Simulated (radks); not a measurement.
Values are calculated unless marked as measured or tabulated.
Question: Radial electron density D(r) = 4 pi r^2 rho(r) of an atom or ion with 18 electrons. Code: a radial shooting solver on a logarithmic mesh with Libxc functionals. Model: scalar-relativistic Kohn-Sham, LDA (Slater exchange, Perdew-Wang correlation), spin-polarised, spherical densities, finite nucleus; Fermi nuclear charge, rms radius of each element as measured or else 0.836 A^(1/3) + 0.57 fm.

```
   r/bohr * D(r) (the largest magnitude, 21, reaches the edge; | marks zero)
  0.00403 | *
 0.004544 | *
 0.005123 |  *
 0.005776 |   *
 0.006512 |   *
 0.007343 |    *
 0.008345 |      *
 0.009409 |       *
  0.01061 |         *
  0.01196 |           *
  0.01349 |             *
  0.01521 |                *
  0.01728 |                    *
  0.01949 |                       *
  0.02197 |                           *
  0.02477 |                               *
  0.02793 |                                    *
  0.03149 |                                        *
  0.03579 |                                            *
  0.04036 |                                                *
   0.0455 |                                                   *
   0.0513 |                                                     *
  0.05784 |                                                      *
  0.06574 |                                                     *
  0.07412 |                                                   *
  0.08357 |                                                *
  0.09423 |                                             *
   0.1062 |                                          *
   0.1198 |                                       *
   0.1361 |                                     *
   0.1535 |                                      *
   0.1731 |                                        *
   0.1951 |                                            *
     0.22 |                                                *
   0.2481 |                                                    *
   0.2819 |                                                      *
   0.3179 |                                                     *
   0.3584 |                                                 *
   0.4041 |                                           *
   0.4556 |                                   *
   0.5179 |                          *
   0.5839 |                   *
   0.6583 |              *
   0.7423 |           *
   0.8369 |           *
   0.9436 |            *
    1.072 |             *
    1.209 |              *
    1.363 |              *
    1.537 |            *
    1.733 |          *
    1.954 |       *
    2.221 |     *
    2.504 |   *
    2.823 | *
    3.183 |*
    3.589 |*
    4.047 *
      4.6 *
    5.186 *
    5.847 *
```

What is the nuclear charge?

Answer: Z = 18. The innermost maximum, from 1s, lies near gamma/Z bohr with gamma = sqrt(1 - (Z/c)^2) = 0.991, here 0.0551 bohr (found: 0.0588), and its height grows with Z. The density is that of neutral argon in [Ar]; the configuration itself is not fixed sharply by these data, and Z only to about a unit. D(r) has 3 maxima, at r = 0.0588, 0.291, 1.22 bohr, and minima at 0.141, 0.798 bohr, inside which lie 2.17, 10.36 electrons.
